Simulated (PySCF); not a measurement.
**Two-dimensional NMR puzzle**

Compound of formula C$_{8}$H$_{18}$O. Correlations simulated from computed shifts and the bond graph:

HSQC (one-bond C–H):
| δH | δC |
| --- | --- |
| 1.28 | 33.8 |

HMBC (two and three bonds, from the bond graph):
| δH | δC |
| --- | --- |
| 1.28 | 75.4, 33.8 |

Carbons without hydrogens: δ 75.4.

No relativistic terms, in vacuum, one conformer, fast rotation and ring inversion assumed for equivalent nuclei. GFN2-xTB geometry; NMR shieldings at PBE0/pcSseg-1/GIAO; PySCF 2.14.0 with density-fitted response routines.

δ = σ(ref) − σ, references computed at the same level: TMS for $^{1}$H and $^{13}$C.

Exchangeable hydrogens are left out of these lists.

Work out the connectivity.

Results:

SMILES CC(OC(C)(C)C)(C)C.

Structure with atom numbers: `[CH3:1][C:2]([CH3:3])([CH3:4])[O:5][C:6]([CH3:7])([CH3:8])[CH3:9]`. Each H is labelled by its parent atom.

δC 75.4 is C2/C6, a fully substituted sp3 carbon bonded to O. δC 33.8 is C1/C3/C4/C7/C8/C9, a methyl carbon (δH 1.28). HMBC from δH 1.28 reaches the proton-free carbon C2/C6.

The data come from this structure; uniqueness wasn't tested.

Shifts are as computed. Against solution values, carbons near 30 ppm lie about +3 ppm off and those near 130 ppm about +5 ppm. Of 1211 compounds with measured shifts, 218 miss one by over three times the rms of a fit or turn the order of signals round; such compounds aren't used in these exercises.
